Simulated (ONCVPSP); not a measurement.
## tin: excitation energies, all-electron against ONCV

- Element: Sn
- Generator: ONCVPSP 4.0.1
- Type: optimised norm-conserving Vanderbilt (ONCV)
- Functional: PBEsol
- Relativity: scalar-relativistic
- Frozen core: [Ar] 3d10
- Valence charge: 22
- Reference configuration: 4s2 4p6 4d10 5s2 5p1 (charge +1)
- Partial waves: 4s+5s: rc 1.50 bohr, ncon 5, nbas 9, qcut 6.2 1/bohr, 2 projectors; 4p+5p: rc 1.50 bohr, ncon 3, nbas 8, qcut 11.4 1/bohr, 2 projectors; 4d: rc 1.25 bohr, ncon 4, nbas 8, qcut 12 1/bohr, local
- Local potential: the d channel
- Core correction: Teter function, fcfact 6, rcfact 1.45

Energies are relative to the spin-unpolarised reference configuration 4s2 4p6 4d10 5s2 5p1; without spin polarisation the order of configurations can differ from experiment.

| valence configuration | charge | ΔE all-electron (eV) | error AE − PS (meV) |
| --- | --- | --- | --- |
| 4s2 4p6 4d10 5s2 5p2 | 0 | -6.898 | +1.4 |
| 4s2 4p5 4d10 5s2 5p2 | +1 | 90.492 | -98 |

Question: What are ΔE and the potential's error for 4s2 4p6 4d10 5s1 5p0?

Answer: ΔE = 44.988 eV all-electron; the error (AE − PS) is -13 meV.

Question: What are ΔE and the potential's error for 4s2 4p6 4d10 5s2 5p0?

Answer: ΔE = 13.972 eV all-electron; the error (AE − PS) is -3.1 meV.

Levels in the configuration 4s2 4p6 4d10 5s1 5p0:

```csv
level,all-electron (eV),pseudo (eV)
4s,-163.298,-163.374
4p,-119.094,-119.115
4d,-55.059,-55.058
5s,-35.962,-35.971
```
